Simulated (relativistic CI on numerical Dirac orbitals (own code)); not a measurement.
Computed by Dirac-Coulomb-Breit CI, KLI orbitals optimised for each configuration, QED by a radiative potential, unscaled Slater integrals (own radial code, finite nucleus).

CI space (outside the closed core 1s2): 2s2.2p5, 2s.2p6, 2p6.3s, 2p6.3p, 2p6.3d, 2s2.2p4.3s, 2s2.2p4.3p, 2s2.2p4.3d, 2s.2p5.3s, 2s.2p5.3p, 2s.2p5.3d, 2s2.2p4.4s, 2s2.2p4.4p, 2s2.2p4.4d, 2s2.2p4.4f, 2s.2p5.4s, 2s2.2p3.3s2, 2s.2p5.4p, 2s.2p5.4d, 2s.2p5.4f, 2s2.2p3.3s.3p, 2s2.2p4.5s, 2s2.2p4.5p, 2s2.2p4.5d, 2s2.2p3.3s.3d, 2s2.2p4.5f, 2s2.2p4.5g, 2s2.2p3.3p2, 2s2.2p3.3p.3d, 2s.2p4.3s2, 2s2.2p3.3d2, 2s.2p4.3s.3p, 2s.2p4.3s.3d, 2s.2p4.3p2, 2s.2p5.5s, 2s.2p5.5p. Levels of other configurations are missing.

At this charge energies of transitions that change n are usually good to better than 1 %, and those within a shell (Δn = 0) to a few per cent.

Outline of the computed level scheme of Sm LIV. Lowest level of each configuration: 2s2.2p5 2P°_3/2 at 0.00 eV; 2s.2p6 2S_1/2 at 991.53 eV; 2s2.2p4.3s 4P_5/2 at 5826.69 eV; 2s2.2p4.3p 4P°_3/2 at 5931.45 eV; 2s2.2p4.3d 4D_3/2 at 6221.42 eV; 2s.2p5.3s 4P°_5/2 at 6775.53 eV.

Some strong electric-dipole decays among the lowest 45 levels: 2s2.2p4.3d 2P_3/2 → 2s2.2p5 2P°_3/2 (8.9e+14 s⁻¹); 2s2.2p4.3d 2D_5/2 → 2s2.2p5 2P°_3/2 (7.1e+14 s⁻¹); 2s2.2p4.3d 2D_5/2 → 2s2.2p5 2P°_3/2 (5.4e+14 s⁻¹); 2s2.2p4.3d 2P_1/2 → 2s2.2p5 2P°_3/2 (3.9e+14 s⁻¹); 2s2.2p4.3d 4P_1/2 → 2s2.2p5 2P°_3/2 (1.2e+14 s⁻¹); 2s2.2p4.3s 2P_3/2 → 2s2.2p5 2P°_3/2 (1.0e+14 s⁻¹); 2s2.2p4.3s 2D_3/2 → 2s2.2p5 2P°_1/2 (6.9e+13 s⁻¹); 2s2.2p4.3s 2P_1/2 → 2s2.2p5 2P°_1/2 (6.9e+13 s⁻¹).

LS names give the leading component of a level, which can be under half, so a name can repeat, a term be missing and a line seem to break the LS rules.
